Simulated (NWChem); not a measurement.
Correlation energy of disulfane (H2S2)

SMILES: SS
```xyz
4

S      0.9155     0.4855     0.0553
S     -0.9155    -0.4855     0.0553
H      1.5366    -0.2680    -0.8848
H     -1.5366     0.2680    -0.8848
```
Charge 0, spin multiplicity 1.

Program: NWChem. All single points use one geometry, from PBE0/def2-SVP, a minimum by its harmonic frequencies. It is one conformer; others weren't searched.

Basis set: def2-SVP. Each correlation energy counts from its own Hartree-Fock reference.

The correlated methods keep 10 core orbitals frozen. Coupled-cluster values serve here as a point of comparison, not as the truth.

### Question
For the correlation energy, MP2 gives -263.5 mHa and SCS-MP2 gives -263.3 mHa. What do CR-CCSD[T], CR-CCSD(T), CCSD give?

### Answer
CR-CCSD[T]: -305.2 mHa; CR-CCSD(T): -305.1 mHa; CCSD: -298.6 mHa.
